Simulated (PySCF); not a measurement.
# Spinor energies of Cs(22+) (caesium, charge +22)

Start: [Ar] 3d10 4s2 4p3; 4p1/2 filled at m_j = -1/2, +1/2; 4p3/2 filled at m_j = +3/2. Calculated with PySCF 2.14 in an uncontracted even-tempered set (18 s from 1.5 bohr⁻², ratio 2.8; 13 p from 2 bohr⁻², ratio 2.8; 8 d from 3.5 bohr⁻², ratio 2.8; 4 f from 11 bohr⁻², ratio 3): generalised Hartree-Fock with the X2C-1e Hamiltonian and a Gaussian nucleus; one run each with spin-orbit coupling (SO) switched off, then screened by Boettger's factors.

| spinor shell | electrons | ε, spin-free (eV) | ε, screened SO (eV) | weight of nominal j (screened SO) | rms radius, screened SO (bohr) |
| --- | --- | --- | --- | --- | --- |
| 1s1/2 | 2 | -36815.5 | -36810.3 | 1.000 | 0.0298 |
| 2s1/2 | 2 | -6422.1 | -6420.0 | 1.000 | 0.121 |
| 2p1/2 | 2 | -5821.7 | -6068.1 | 1.000 | 0.104 |
| 2p3/2 | 4 | -5821.7 | -5710.4 | 1.000 | 0.110 |
| 3s1/2 | 2 | -1857.1 | -1855.9 | 1.000 | 0.315 |
| 3p1/2 | 2 | -1658.7 | -1708.9 | 1.000 | 0.306 |
| 3p3/2 | 4 | -1658.7 | -1634.8 | 1.000 | 0.318 |
| 3d3/2 | 4 | -1372.5 | -1380.9 | 0.998 | 0.289 |
| 3d5/2 | 6 | -1372.5 | -1365.1 | 0.999 | 0.292 |
| 4s1/2 | 2 | -773.56 | -773.06 | 1.000 | 0.676 |
| 4p1/2 | 2 | -708.50 | -716.28 | 0.981 | 0.694 |
| 4p3/2 | 1 | -708.50 | -699.14 | 1.000 | 0.715 |

| quantity | spin-free | screened SO |
| --- | --- | --- |
| E (hartree) | -7566.62825 | -7569.77574 |
| M_J | 3/2 | 3/2 |
| ⟨J²⟩ | 3.750 | 3.754 |
| ⟨L²⟩ | 0.000 | 1.892 |
| ⟨S²⟩ | 3.750 | 1.900 |

Each row is a mean over spinors that exchange with the open shell spreads, by up to 12.785 eV (4s1/2).

Breit and QED terms are absent; they matter most for the inner s and p1/2 levels.

Densities and radii are taken from the X2C orbitals without a picture-change correction, which distorts them close to the nucleus.

Without spin-orbit coupling the j labels of p, d and f shells carry no meaning; the spin-free column gives the mean over the occupied spinors of each nl shell.
